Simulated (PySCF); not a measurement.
# Ge³⁺ (germanium, charge +3): UHF calculation

Configuration: [Ar] 3d10 4s1, 2S determinant. Computed with PySCF 2.14 in pcseg-2, with the non-relativistic Hamiltonian (point nucleus).

| Property | Result |
| --- | --- |
| Total energy | -2073.333278 hartree |
| One-electron energy | -2857.8109 hartree |
| Hartree (Coulomb) energy | 861.2595 hartree |
| Exchange energy | -76.7819 hartree |
| Kinetic energy | 2076.34838 hartree |
| ⟨S²⟩ | 0.7503 |
| ⟨L²⟩ | 0.000 |
| Sum of ⟨r⟩ | 15.85 bohr |
| Sum of ⟨r²⟩ | 14.84 bohr² |
| Density at the nucleus (Gaussians lack the cusp) | 22200 bohr⁻³ |
| Spin density at the nucleus | 15.2 bohr⁻³ |
| Langevin diamagnetic susceptibility | -11.8 ×10⁻⁶ cm³/mol |
| Time after the integrals | 0.2 s of wall time on 1 thread of Intel(R) Xeon(R) Platinum 8259CL CPU @ 2.50GHz (shared host) |

```tsv
shell	electrons	mean orbital energy (hartree)	rms radius, mean of both spins (bohr)
1s α	1	-406.37506	0.0554
1s β	1	-406.36784	0.0554
2s α	1	-53.29830	0.232
2s β	1	-53.28893	0.232
2p α	3	-47.38446	0.205
2p β	3	-47.38167	0.205
3s α	1	-8.41426	0.679
3s β	1	-8.38937	0.679
3p α	3	-6.38151	0.705
3p β	3	-6.37266	0.705
3d α	5	-2.85760	0.799
3d β	5	-2.85070	0.799
4s α	1	-1.61958	2.05
```
